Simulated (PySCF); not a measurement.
Si(OH)3(SMe), SMILES CS[Si](O)(O)O (CH₆O₃SSi) (CAM-B3LYP/def2-SVP optimised geometry):

```
12

C      1.788    -0.606    -1.756
S      1.445    -0.977     0.000
Si    -0.677    -0.977     0.000
O     -1.428     0.489     0.000
O     -1.142    -1.735     1.388
O     -1.152    -1.703    -1.400
H      1.576     0.447    -1.984
H      2.855    -0.799    -1.922
H      1.189    -1.254    -2.407
H     -1.445     0.977     0.830
H     -0.690    -2.554     1.617
H     -2.005    -1.420    -1.748
```

Level of theory: CAM-B3LYP/def2-TZVP run with PySCF.

Task: What are the frontier orbital energies and the dipole moment?

Result: HOMO-2 -10.73 eV, HOMO-1 -9.83 eV, HOMO -8.32 eV, LUMO 1.30 eV, LUMO+1 1.46 eV; dipole moment 0.48 D.

On the same geometry PBE/def2-TZVP (PySCF) gives HOMO-2 -7.47 eV, HOMO-1 -7.12 eV, HOMO -5.73 eV, LUMO -0.48 eV, LUMO+1 -0.38 eV; dipole moment 0.52 D.

Meta-Löwdin charges at CAM-B3LYP/def2-TZVP: C1 -0.38, S2 -0.21, Si3 1.41, O4 -0.77, O5 -0.76, O6 -0.76, H7 0.13, H8 0.13, H9 0.14, H10 0.36, H11 0.36, H12 0.36.
